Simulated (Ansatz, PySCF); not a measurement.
Reaction (SMILES): CCB(N)N [diaminoboranylethane] -> [CH2]B(N)N + [CH3] (CH3) (the C-C bond at the site shown breaks; other sites are not compared here)
Structures are relaxed separately at B3LYP-D3(BJ)/def2-TZVP in Ansatz (a first-principles code), one conformer each, not searched for the lowest.

Quantity: bond dissociation energy (0 K, with B3LYP-D3(BJ) harmonic zero-point energies from PySCF), in kcal/mol. Cores are frozen in the correlated levels unless marked. Open shells are spin-unrestricted. Spin-orbit coupling is left out. Non-relativistic. CBS marks a two-point X^-3 extrapolation of the correlation energy; Hartree-Fock from the larger set.

| level | program | bond dissociation energy (kcal/mol) |
|---|---|---|
| HF/cc-pVDZ | Ansatz | 51.3 |
| revPBE-D3(BJ)/def2-TZVPD | Ansatz + dftd3 | 77.2 |
| PBE0-D3(BJ)/def2-TZVP | Ansatz + dftd3 | 80.5 |
| r2SCAN0-D4/def2-TZVPD | Ansatz + dftd4 | 73.7 |
| LC-wPBE-D3(BJ)/def2-TZVPD | Ansatz + dftd3 | 80.2 |
| RPA@PBE/cc-pVQZ | Ansatz | 79.5 |
| RI-MP2/cc-pVQZ | Ansatz | 86.4 |
| CCSD/cc-pwCVTZ | Ansatz | 78.2 |
| CCSD/CBS(cc-pVTZ,cc-pVQZ) | Ansatz | 79.4 |
| CCSD(T)/CBS(cc-pVTZ,cc-pVQZ) | Ansatz | 82.4 |
